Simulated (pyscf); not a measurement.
# `[SiH3][GaH][PH2]`, singlet

Gas-phase minimum from PySCF at ωB97X-D3(BJ)/def2-SVP, one conformer. 

```xyz
9

Si    -2.1635     0.8624     0.2807
Ga     0.1456     0.2560     0.0869
P      0.7510    -1.6180    -1.0968
H     -3.0459    -0.0425    -0.5160
H     -2.6070     0.8097     1.7079
H     -2.3704     2.2606    -0.2089
H      1.2815     1.0347     0.8416
H     -0.1324    -1.4044    -2.1913
H      1.9033    -1.0599    -1.7168
```
Charge 0, spin multiplicity 1.

Bond lengths (Å): Si1–Ga2 2.395, Si1–H4 1.494, Si1–H5 1.495, Si1–H6 1.496, Ga2–P3 2.298, Ga2–H7 1.570, P3–H8 1.423, P3–H9 1.423. Bond angles (°): Ga2–Si1–H4 111.9, Ga2–Si1–H5 110.7, Ga2–Si1–H6 110.1, H4–Si1–H5 108.2, H4–Si1–H6 108.1, H5–Si1–H6 107.7, Si1–Ga2–P3 120.1, Si1–Ga2–H7 122.2, P3–Ga2–H7 117.5, Ga2–P3–H8 96.3, Ga2–P3–H9 96.8, H8–P3–H9 96.2.

Properties at ωB97X-D3(BJ)/def2-SVP:

```yaml
harmonic_wavenumbers_unscaled: 24, 82, 156, 329, 370, 390, 441, 449, 560, 591, 702, 889, 951, 958, 1110, 1981, 2228, 2234, 2241, 2455, 2469 cm⁻¹
zero_point_energy: 30.9 kcal/mol
rotational_symmetry_number: 1
Entropy of this conformer at 298 K and 1 atm, rigid rotor and harmonic oscillator, modes under 100 cm⁻¹ raised to 100: 350.7 J/(mol K)
dipole_moment: 0.85 D
```

Single-point totals, which compare only within one level (frozen core for MP2 and CC):

```json
[
 {"level": "ωB97X-D3(BJ)/def2-TZVP", "total energy (hartree)": "-2559.34098"},
 {"level": "PBE/def2-TZVP", "total energy (hartree)": "-2558.70553"},
 {"level": "r²SCAN/def2-TZVP", "total energy (hartree)": "-2559.25167"},
 {"level": "B3LYP-D3(BJ)/def2-TZVP", "total energy (hartree)": "-2559.43076"},
 {"level": "PBE0-D3(BJ)/def2-TZVP", "total energy (hartree)": "-2558.81578"},
 {"level": "M06-2X/def2-TZVP", "total energy (hartree)": "-2559.25417"},
 {"level": "ωB97M-D3(BJ)/def2-TZVP", "total energy (hartree)": "-2559.42818"},
 {"level": "HF/def2-TZVPP", "total energy (hartree)": "-2556.42978"},
 {"level": "MP2/def2-TZVPP", "total energy (hartree)": "-2556.94810"},
 {"level": "CCSD/def2-TZVPP", "total energy (hartree)": "-2556.99626"},
 {"level": "CCSD(T)/def2-TZVPP", "total energy (hartree)": "-2557.01907"}
]
```

The lowest mode is so soft that the shape along it may change with the basis. Soft torsions are taken as harmonic, which can shift the entropy by several J/(mol K). The CCSD(T) − MP2 part came from Ansatz, without density fitting, on the same reference. The frozen core leaves the outer d or s,p core shells of the metals and heavy elements correlated in the MP2 and CC values, and def2-TZVPP describes them poorly, so these totals are far from the basis limit. Elements up to Kr have no core potential and no relativistic terms here.
